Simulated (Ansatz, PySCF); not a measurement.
Stretching the Al1–H3 bond in AlFHI (SMILES [F][AlH][I]) (multiplicity 1 held, fragments rigid). Energies count from the point at 1.559 Å.
Geometry at that point (charge 0, multiplicity 1):
```csv
atom,x (Å),y (Å),z (Å)
Al,-0.1596,-0.9343,-1.3185
F,-1.7315,-1.3350,-1.6085
H,0.9483,-1.4609,-2.2810
I,0.3153,0.4834,0.6396
```

R- and RO- levels are restricted; in cc, def2 and unpolarised 6-31G sets they are followed outwards from rest. Active spaces are followed from a long bond inwards. Curves can end on different states.

Cores are frozen in the correlated methods. Filled d and f shells under p-block atoms count as core. Rows in 3-21G carry no dispersion term and start afresh at each structure; the Pople sets are all-electron and without relativity.

Codes used: Ansatz (an electronic-structure program) with Gaussian orbitals; PySCF for 3-21G rows. Each number belongs to the level named beside it. In def2 rows elements past Kr take small-core potentials, without spin–orbit coupling.

Energies in kcal/mol.

```csv
R (Å),R-HF/3-21G,R-HF/def2-TZVPP,R-SCS-MP2/def2-TZVPP,"FIC-NEVPT4(SD) on CASSCF(2,2)/def2-TZVPP","FIC-MRCISD+Q on CASSCF(2,2)/def2-TZVPP"
1.247,29.1,26.0,25.7,[?],26.0
1.403,6.4,5.0,4.9,5.2,5.1
1.559,0.0,0.0,0.0,0.0,0.0
1.715,3.1,3.9,3.7,3.3,3.4
1.871,11.4,12.4,11.8,10.8,11.0
2.105,28.2,29.3,27.6,[?],25.8
2.339,46.6,47.3,44.2,40.4,40.8
2.729,75.8,75.4,69.1,[?],61.6
3.118,101.1,99.2,88.3,74.0,74.8
3.586,125.6,121.7,103.3,81.5,82.3
4.210,149.5,143.4,111.7,84.6,85.3
4.989,168.1,161.2,107.2,85.3,86.0
```

Some entries are withheld; supply them.


- 1.247, FIC-NEVPT4(SD) on CASSCF(2,2)/def2-TZVPP: 26.1
- 2.105, FIC-NEVPT4(SD) on CASSCF(2,2)/def2-TZVPP: 25.4
- 2.729, FIC-NEVPT4(SD) on CASSCF(2,2)/def2-TZVPP: 60.9

Doubts at one or more of the structures used: a restricted determinant that unrestricted orbitals would lower (R-HF/3-21G, R-HF/def2-TZVPP, R-SCS-MP2/def2-TZVPP).
